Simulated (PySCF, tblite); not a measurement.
Potential energy curve for GeH, doublet.

- UKS-CAM-B3LYP = unrestricted CAM-B3LYP/cc-pVDZ in PySCF
- UCCSD(T) = CCSD(T) on UHF/cc-pVDZ, 9 core orbitals frozen run with PySCF
- ROKS-B3LYP = restricted open-shell B3LYP/cc-pVDZ (PySCF)
- GFN2-xTB, 300 K electronic temperature (tblite)
- UKS-B3LYP = unrestricted B3LYP/cc-pVDZ in PySCF

Energies are in kJ/mol, each relative to the lowest point of its own curve near equilibrium.

| R / Å | UKS-CAM-B3LYP | UCCSD(T) | ROKS-B3LYP | GFN2-xTB | UKS-B3LYP |
|---|---|---|---|---|---|
| 1.20 | 195.8 | 195.7 | 200.9 | 207.8 | 201.0 |
| 1.28 | 109.8 | 109.2 | 114.0 | 107.0 | 114.0 |
| 1.36 | 54.6 | 54.1 | 57.8 | 51.2 | 57.9 |
| 1.43 | 24.8 | 24.5 | 27.2 | 23.9 | 27.2 |
| 1.51 | 6.3 | 6.2 | 7.6 | 7.5 | 7.6 |
| 1.56 | 1.2 | 1.2 | 1.8 | 2.4 | 1.8 |
| 1.60 | 0.0 | 0.0 | 0.0 | ? | 0.0 |
| 1.64 | 0.9 | 0.9 | 0.3 | 0.0 | ? |
| 1.68 | 3.5 | 3.4 | 2.3 | ? | 2.2 |
| 1.77 | 14.5 | 14.2 | 11.8 | ? | 11.8 |
| 1.87 | 32.6 | 31.6 | 28.3 | ? | 28.2 |
| 1.98 | 56.9 | 54.6 | 50.7 | ? | 50.6 |

Task: Complete the blanks.

Result: 
- 1.60, GFN2-xTB: 0.5
- 1.64, UKS-B3LYP: 0.2
- 1.68, GFN2-xTB: 0.8
- 1.77, GFN2-xTB: 6.1
- 1.87, GFN2-xTB: 16.3
- 1.98, GFN2-xTB: 31.4

The scan ran from 1.20 to 6.43 Å; beyond the distances shown one of the unrestricted levels run for this scan, shown here or not, changes its spin distribution in one step.
